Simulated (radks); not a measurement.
Task: The mean radii <r> (bohr) of the occupied orbitals of an atom or ion are listed with their occupations. Calculated with a radial shooting solver on a logarithmic mesh with Libxc functionals: Dirac Kohn-Sham, LDA (Slater exchange, Perdew-Wang correlation), spin-unpolarised, spherical densities, finite nucleus; Fermi nuclear charge, rms radius of each element as measured or else 0.836 A^(1/3) + 0.57 fm.

orbital  occ.      <r>
1s1/2       2  0.02192
2s1/2       2  0.09282
2p1/2       2  0.07749
2p3/2       4  0.08432
3s1/2       2   0.2443
3p1/2       2   0.2338
3p3/2       4   0.2469
3d3/2       4   0.2188
3d5/2       6   0.2229
4s1/2       2   0.5532
4p1/2       2   0.5650
4p3/2       4   0.5948
4d3/2       4   0.6305
4d5/2       6   0.6410
5s1/2       2    1.333
5p1/2       2    1.494
5p3/2       4    1.591
4f5/2       6   0.8599
4f7/2       1   0.8727
6s1/2       1    3.628
5d3/2       1    2.526

Name the element and its charge. Open shells, if any, fill j = l - 1/2 first.

Result: Z = 64, gadolinium, charge +1: Gd+ in [Xe] 4f7 5d1 6s1. The 1s radius gives Z: for a bare nucleus <r> = (2 gamma + 1)/(2Z) with gamma = sqrt(1 - (Z/c)^2), 0.02163 bohr for Z = 64, and screening makes it slightly larger (0.02192 here). The occupations add up to 63, and the charge is Z minus that.
